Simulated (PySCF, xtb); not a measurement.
BH5P2. Atoms are numbered in the order given.

```xyz
8

B      0.0809     0.7239     0.0000
H      0.0362     1.9137     0.0000
P     -0.1120    -0.1400    -1.6608
H      0.7662     0.6244    -2.4582
H      0.6934    -1.2903    -1.5124
P     -0.1120    -0.1400     1.6608
H      0.6934    -1.2903     1.5124
H      0.7662     0.6244     2.4582
```
Charge 0, spin multiplicity 1.

The structure is a stationary point at B3LYP-D3(BJ)/def2-TZVP. Other conformers were not sampled.

Computed with C-PCM-PBE0/def2-SVP run with PySCF.

The values are the electrostatic part of the solvation free energy, E(continuum) − E(gas) at the gas-phase geometry, in a cavity of scaled van der Waals radii (PySCF's table); cavitation and dispersion terms are not included. In vacuum the orbital gap is 5.30 eV. The dipole moment in vacuum is 1.55 D.

```
solvent            ε  ΔG(elec) (kcal/mol)  dipole (D)  gap (eV)
-------------  -----  -------------------  ----------  --------
water          78.36                 -2.1        2.10      5.36
cyclohexanone  15.62                 -2.0        2.06      5.35
chlorobenzene   5.70                 -1.7        1.98      5.34
```

For comparison, GFN2-xTB/ALPB(water) (xtb, at the GFN2-xTB geometry, all terms of that model) gives 0.3 kcal/mol.
